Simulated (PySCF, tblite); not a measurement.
**fluorosilane and formaldehyde**

A gas-phase complex of fluorosilane and formaldehyde; neutral, singlet. The structure comes from a short search (6 tight-binding starts) and was relaxed by PBE0-D3(BJ)/def2-TZVPD; another way of binding may lie lower. No frequency run checks that it is a minimum.

Parts: 1 = fluorosilane (F[SiH3]), atoms 1–5; 2 = formaldehyde (C=O), atoms 6–9.

```csv
atom,part,x (Å),y (Å),z (Å)
Si1,1,-0.234,0.265,0.154
F2,1,1.286,-0.069,-0.266
H3,1,-0.449,1.671,-0.273
H4,1,-1.080,-0.696,-0.584
H5,1,-0.291,0.098,1.622
C6,2,-3.116,1.993,0.729
O7,2,-2.709,0.871,0.845
H8,2,-4.136,2.271,1.051
H9,2,-2.488,2.795,0.298
```

```
    contact  kind (by geometry)  distance (Å)  angle (°)
F2–Si1···O7         tetrel bond         2.640        179
```

Interaction energies are complex less parts, with the parts frozen as they stand in it; counterpoise-corrected, in kcal/mol (PySCF). The CCSD(T) estimate is Hartree-Fock/aug-cc-pVQZ, plus the MP2 correlation part extrapolated as X⁻³ from aug-cc-pVTZ and aug-cc-pVQZ, plus CCSD(T) less MP2 in aug-cc-pVDZ; noble-gas cores are frozen. It isn't the exact limit.

Task: How strongly do the parts interact, level by level?

Result: 
```json
{"level": "Hartree-Fock/aug-cc-pVQZ", "interaction": "-1.24", "superposition error removed": "-"}
{"level": "wB97M-D3(BJ)/def2-TZVPD", "interaction": "-5.19", "superposition error removed": "-0.11"}
{"level": "PBE0-D3(BJ)/def2-TZVPD", "interaction": "-5.12", "superposition error removed": "-0.12"}
{"level": "MP2/aug-cc-pVQZ", "interaction": "-4.86", "superposition error removed": "-0.28"}
{"level": "CCSD(T), estimated basis limit", "interaction": "-4.93", "superposition error removed": "-"}
```

Task: What holds them together? Decompose the wB97M-D3(BJ)/def2-TZVPD energy: frozen parts, their antisymmetrised product, then relaxation.

Result: electrostatic -10.9, Pauli repulsion +12.5, orbital relaxation -5.4, dispersion correction -1.6 kcal/mol, which sum to the value before the counterpoise correction; the Pauli term holds the exchange-correlation of the frozen density too. Of the attraction, 61 % is electrostatic, 30 % is orbital relaxation, 9 % is dispersion correction.

The parts were also relaxed and run alone, at the levels used for the complex: shieldings by PBE0/pcSseg-2; core levels by delta-SCF with SCAN, pcX-2 on the ionised atom and pcseg-1 elsewhere, spin-free X2C (2p3/2 is the spin-free 2p value less a third of a first-order spin-orbit splitting).

Values alone: F2–Si1 bond (Å): 1.601; shielding of Si1 (ppm): 359.4; shielding of O7 (ppm): -447.1; shielding of F2 (ppm): 411.5; Si1 2p3/2 core level (eV): 108.43; F2 1s core level (eV): 692.73; O7 1s core level (eV): 539.28.

Task: How do these values change when the complex forms?

Result: 
```tsv
property	alone	in the complex	change
F2–Si1 bond (Å)	1.601	1.613	+0.012
shielding of Si1 (ppm)	359.4	372.0	+12.6
shielding of O7 (ppm)	-447.1	-406.4	+40.7
shielding of F2 (ppm)	411.5	379.0	-32.5
Si1 2p3/2 core level (eV)	108.43	107.62	-0.80
F2 1s core level (eV)	692.73	691.83	-0.90
O7 1s core level (eV)	539.28	539.76	+0.48
```

The core-hole state of O7 is spin-contaminated (⟨S²⟩ 0.84 against 0.75 for a pure doublet), so that value and differences from it are less sure.
